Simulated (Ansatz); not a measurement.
Born–Oppenheimer molecular dynamics of C2H6AlNO (11 atoms, charge 0, multiplicity 1). It starts from a relaxed structure.

These are results of RKS B3LYP-D4/STO-3G in Ansatz 0.2.0, not measurements.

```json
{
 "ensemble": "NVT, Langevin thermostat",
 "time step": "0.5 fs",
 "steps asked": "318",
 "set temperature": "1000 K",
 "friction": "0.005 /fs",
 "seed": "160381"
}
```

First frame:

```xyz
11
Properties=species:S:1:pos:R:3
C -1.521 0.549 1.021
Al 0.158 0.978 0.218
C 1.030 -0.474 -0.714
N 0.690 -1.748 -0.898
O 2.265 -0.125 -1.313
H -1.421 -0.263 1.755
H -2.249 0.200 0.275
H -1.978 1.399 1.543
H 0.795 2.332 0.280
H -0.255 -1.886 -0.405
H 2.551 -1.020 -1.742
```

Q: How far do the bonds stretch over the last three quarters of this one trajectory? (Pairs bonded in most of those frames.)

A: 
```json
{"bond": "C1–Al2", "mean (Å)": "1.914", "spread (Å)": "0.046", "shortest": "1.85", "longest": "2.00"}
{"bond": "C1–H6", "mean (Å)": "1.110", "spread (Å)": "0.053", "shortest": "1.01", "longest": "1.20"}
{"bond": "C1–H7", "mean (Å)": "1.104", "spread (Å)": "0.031", "shortest": "1.05", "longest": "1.17"}
{"bond": "C1–H8", "mean (Å)": "1.103", "spread (Å)": "0.032", "shortest": "1.03", "longest": "1.17"}
{"bond": "Al2–C3", "mean (Å)": "1.943", "spread (Å)": "0.054", "shortest": "1.85", "longest": "2.03"}
{"bond": "Al2–H9", "mean (Å)": "1.509", "spread (Å)": "0.062", "shortest": "1.40", "longest": "1.62"}
{"bond": "C3–N4", "mean (Å)": "1.343", "spread (Å)": "0.049", "shortest": "1.26", "longest": "1.43"}
{"bond": "C3–O5", "mean (Å)": "1.425", "spread (Å)": "0.058", "shortest": "1.33", "longest": "1.55"}
{"bond": "N4–H10", "mean (Å)": "1.080", "spread (Å)": "0.019", "shortest": "1.04", "longest": "1.12"}
{"bond": "O5–H11", "mean (Å)": "1.036", "spread (Å)": "0.030", "shortest": "0.98", "longest": "1.09"}
```

Mean temperature of the second half: 808 K. The mean temperature of the second half is 19 % below the set value. A run of 0.16 ps of so small a system gives no equilibrium averages. Limits of this set-up: minimal basis.

Time of the run: 18 min on 1 thread of Intel(R) Xeon(R) Platinum 8259CL CPU @ 2.50GHz (Skylake/Cascade Lake) (shared host), peak memory 0.12 GiB.
